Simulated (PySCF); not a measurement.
Excitations are Tamm–Dancoff values on a coarser integration grid. The basis has no diffuse functions, so Rydberg states are missing or too high.

Species: C$_{2}$H$_{8}$AlN, SMILES `[CH3][Al]([CH3])[NH2]` (charge 0, multiplicity 1).

Q: What brightest of the four lowest singlets (TDA), dipole moment and S1 oscillator strength does PySCF with TPSSh-D3(BJ)/def2-TZVP // B3LYP-D3(BJ)/def2-TZVP give?

A: 
- brightest of the four lowest singlets (TDA) = 6.68 eV
- dipole moment = 0.71 D
- S1 oscillator strength = 0.059
